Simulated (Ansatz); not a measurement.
Cost and result up the ladder for `C=CCCCCCCCCC[S][Ag]` (34 atoms). The state is a singlet with charge 0. Geometry: PBE-D4/def2-SVP.

```xyz
34

C     5.598    0.426    1.538
C     4.386    0.838    1.953
C     3.297   -0.063    2.468
C     2.062   -0.159    1.549
C     1.300    1.158    1.358
C     0.091    1.061    0.418
C    -1.055    0.178    0.930
C    -2.296    0.162    0.028
C    -2.084   -0.494   -1.342
C    -3.350   -0.523   -2.205
C    -3.147   -1.206   -3.556
S    -4.584   -1.154   -4.699
Ag   -6.278   -2.151   -3.436
H     6.352    1.134    1.159
H     5.884   -0.640    1.565
H     4.153    1.918    1.907
H     3.711   -1.081    2.628
H     2.963    0.303    3.467
H     2.381   -0.546    0.555
H     1.377   -0.925    1.972
H     0.967    1.536    2.352
H     1.994    1.929    0.959
H     0.439    0.693   -0.573
H    -0.308    2.084    0.235
H    -0.697   -0.867    1.067
H    -1.348    0.531    1.944
H    -2.659    1.204   -0.119
H    -3.120   -0.371    0.553
H    -1.709   -1.533   -1.196
H    -1.281    0.039   -1.897
H    -3.724    0.510   -2.374
H    -4.167   -1.052   -1.659
H    -2.345   -0.684   -4.126
H    -2.803   -2.253   -3.422
```

Ansatz on 6 threads of Arm Neoverse N1 on a shared host. Times are rough, and most runs start from the orbitals of an earlier one. No level here is sound enough to serve as a yardstick. Binding counts from free atoms at the same level (C triplet, S triplet, Ag doublet, H doublet; other spins of the atoms weren't run), without zero-point energy or a counterpoise term.

In the def2 sets Ag takes a core potential; there is no spin–orbit coupling.

Run but left out: HF/STO-3G (restricted singlet, unstable in another Hartree–Fock run and untested here); MP2/def2-SVP (restricted singlet, unstable towards broken spin symmetry).

```csv
level,functions,binding energy per atom (eV),remarks
PBE-D4/def2-SVP,308,4.25,restricted SCF unstable in HF
PBE-D4/def2-TZVP (with forces),544,4.20,restricted SCF unstable in HF
r2SCAN-D4/def2-TZVP (with forces),544,4.13,restricted SCF unstable in HF
PBE0-D4/def2-SVP,308,4.20,restricted SCF unstable in HF
PBE0-D4/def2-TZVP,544,4.15,restricted SCF unstable in HF
```

Question: Estimate how long each takes.

Answer: PBE-D4/def2-SVP 8.5 s; PBE0-D4/def2-SVP 19 s; PBE-D4/def2-TZVP (with forces) 24 s; r2SCAN-D4/def2-TZVP (with forces) 43 s; PBE0-D4/def2-TZVP 47 s. On shared hardware such times vary by a factor of up to 3.
